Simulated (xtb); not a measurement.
The xtb input:
```
$ xtb mol.xyz --gfn 1 --uhf 1 --json

# file mol.xyz
13

C      2.34158793     1.08833734    -0.23254345
C      1.81308624    -0.21245295     0.23514570
C      0.57128543    -0.28375438     0.99009097
Ge    -1.07453076    -0.17696050    -0.19641555
H      3.39174683     1.01031274    -0.50702840
H      2.22969830     1.85358314     0.53682327
H      1.79497394     1.44449263    -1.11790682
H      2.22200223    -1.11630520    -0.18495243
H      0.48513465    -1.22031642     1.54291825
H      0.47778719     0.54938448     1.69008991
H     -1.12861210    -1.30931318    -1.17636722
H     -1.06910268     1.07790469    -1.01600632
H     -2.37440174    -0.17978707     0.56156785
```

### Question
What does this run give for the total energy, dipole moment, partial charges in atom order?

### Answer

```json
{
 "total_energy": "-12.7783 Eh",
 "dipole_moment": "1.02 D",
 "partial_charges_in_atom_order": "C1 -0.07, C2 -0.08, C3 -0.08, Ge4 0.10, H5 0.04, H6 0.03, H7 0.04, H8 0.03, H9 0.05, H10 0.05, H11 -0.04, H12 -0.04, H13 -0.04"
}
```
